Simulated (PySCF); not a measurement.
# `N[C@@H]1CC[C@@H]2CC[C@@H]21`, C7H13N

Geometry (Å), atoms numbered from 1 in this order:
```xyz
21

N     2.051    1.056    0.232
C     1.276   -0.173    0.179
C     0.759   -0.445   -1.239
C    -0.455   -1.348   -1.030
C    -1.104   -0.819    0.246
C    -1.878    0.502    0.091
C    -0.778    1.242    0.866
C     0.001   -0.074    1.026
H     2.347    1.243    1.184
H     2.882    0.970   -0.343
H     1.853   -1.054    0.522
H     0.464    0.504   -1.686
H     1.517   -0.904   -1.874
H    -0.131   -2.379   -0.881
H    -1.140   -1.326   -1.878
H    -1.644   -1.596    0.787
H    -2.002    0.825   -0.941
H    -2.851    0.507    0.578
H    -0.236    1.992    0.297
H    -1.110    1.678    1.806
H     0.171   -0.382    2.057
```

Method: GIAO KT3/pcSseg-1 magnetisability, rotational g tensor and spin-rotation constants, non-relativistic, gas phase in PySCF. Geometry: GFN2-xTB.

(1) Give the nuclear spin-rotation constants along the inertial axes (H = +C I·J) beside the isotropic shieldings.

(2) How do the rotational constants and the g tensor change when H9, H10, H11, H12, H13, H14, H15, H16, H17, H18, H19, H20, H21 are replaced by deuterium?

## Answers

(1) Rotational constants 3.0655, 2.1890, 1.5723 GHz. A star marks the isotopologue with that one atom substituted, in its own axes.
| atom | isotope | Caa (kHz) | Cbb (kHz) | Ccc (kHz) | mean (kHz) | σ (ppm) |
| --- | --- | --- | --- | --- | --- | --- |
| N1 | 14N | 0.156 | 0.096 | 0.081 | 0.111 | 216.7 |
| H9 | 1H | -0.325 | -0.097 | -0.114 | -0.179 | 31.3 |
| H10 | 1H | -0.065 | -0.186 | -0.174 | -0.141 | 30.9 |
| H11 | 1H | -0.229 | -0.140 | 0.000 | -0.123 | 27.9 |
| H12 | 1H | -0.340 | -0.192 | 0.033 | -0.166 | 29.9 |
| H13 | 1H | -0.157 | -0.036 | -0.176 | -0.123 | 29.9 |
| H14 | 1H | -0.323 | -0.099 | -0.040 | -0.154 | 29.9 |
| H15 | 1H | -0.194 | -0.176 | -0.063 | -0.144 | 30.2 |
| H16 | 1H | -0.116 | -0.238 | -0.017 | -0.124 | 28.9 |
| H17 | 1H | -0.369 | -0.193 | 0.039 | -0.174 | 30.3 |
| H18 | 1H | 0.068 | -0.182 | -0.166 | -0.093 | 29.4 |
| H19 | 1H | -0.152 | -0.212 | -0.010 | -0.125 | 28.8 |
| H20 | 1H | -0.318 | 0.045 | -0.149 | -0.141 | 30.1 |
| H21 | 1H | -0.333 | -0.176 | 0.043 | -0.155 | 29.1 |
| C2 | 13C* | 0.612 | 0.441 | 0.358 | 0.470 | 124.8 |
| C3 | 13C* | 0.526 | 0.372 | 0.283 | 0.394 | 148.4 |
| C4 | 13C* | 0.515 | 0.358 | 0.301 | 0.391 | 147.8 |
| C5 | 13C* | 0.510 | 0.421 | 0.303 | 0.411 | 142.0 |
| C6 | 13C* | 0.583 | 0.302 | 0.248 | 0.378 | 156.0 |
| C7 | 13C* | 0.413 | 0.351 | 0.225 | 0.330 | 166.8 |
| C8 | 13C* | 0.556 | 0.384 | 0.328 | 0.423 | 139.3 |

For the geometry as given, no vibrational averaging.

(2) Constants 2.4125, 1.7828, 1.3007 GHz; g -0.0095, -0.0027, -0.0053, against -0.0120, -0.0033, -0.0065 before.
